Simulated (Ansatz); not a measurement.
Program: Ansatz. Geometries: PBE0-D4/def2-TZVP. ΔE: electronic, gas phase. CBS: MP2 limit from def2 TZ/QZ plus the TZ coupled-cluster correction, frozen cores. This one scheme is used for every species. Functionals use def2-TZVPP. B3LYP here is the variant with VWN-RPA as its local correlation; programs differ in this. Elements past krypton have def2 core potentials. For In outer-core shells are correlated without core-valence functions, which leaves a few kJ/mol of doubt a bond. Each species was taken in one conformer, which may not be the lowest.

Consider the ligand exchange at the In–F bond: `[F][In]([O][SiH3])[O][SiH3]` + `O[SiH3]` → `[SiH3][O][In]([O][SiH3])[O][SiH3]` + H–F.

```csv
level,ΔE (kcal/mol),difference from CCSD(T)/CBS
PBE-D4,3.5,3.1
r2SCAN-D4,3.6,3.2
PBE0-D4,2.3,1.9
ωB97X-V,3.4,3.0
ωB97M-V,3.1,2.7
r2SCAN,4.1,3.7
PBE0,3.7,3.3
B3LYP,4.9,4.5
HF/def2-TZVPP,3.7,3.3
MP2/def2-TZVPP,-0.4,-0.8
SCS-MP2/def2-TZVPP,0.6,0.2
CCSD/def2-TZVPP,0.7,0.3
HF/def2-QZVPP,3.9,3.5
MP2/def2-QZVPP,-0.3,-0.7
HF/CBS(def2),3.9,3.5
CCSD/CBS(def2),0.8,0.4
CCSD(T)/CBS,0.4,0
```

Largest T1 diagnostic among the species: 0.016.

The D4 term adds −2.3 kcal/mol with B3LYP and −1.4 kcal/mol with PBE0; it sums over pairs of atoms, weighted by their polarisabilities, and B3LYP, whose exchange is more repulsive, gets the larger term. In def2-TZVPP, CCSD(T) changes the Hartree–Fock value by −3.4 kcal/mol (the triples alone add −0.4 kcal/mol) and MP2 by −4.2 kcal/mol.
